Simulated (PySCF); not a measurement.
Ligands exchanged one at a time, Al H-I. Isolated molecules, 0 K electronic values unless said otherwise. Strings in code marks are SMILES.

The numbers are results of TPSSh-D3(BJ)/def2-TZVP // B3LYP-D3(BJ)/def2-TZVP (PySCF), not measurements. Delta-SCF ions had no search for a lower state. 

| species | vertical ionisation energy (Delta-SCF) (eV) | S1 oscillator strength |
|---|---|---|
| 0 of 3 H replaced by I (`[AlH3]`) | (withheld) | – |
| 1 of 3 H replaced by I | 9.77 | 0.000 |
| 2 of 3 H replaced by I (`[I][AlH][I]`) | 9.50 | 0.000 |
| 3 of 3 H replaced by I (`[Al]([I])([I])[I]`) | 9.19 | 0.000 |

Problem. Complete the blanks.

Solution. 
- 0 of 3 H replaced by I (`[AlH3]`), vertical ionisation energy (Delta-SCF) (eV): 11.12
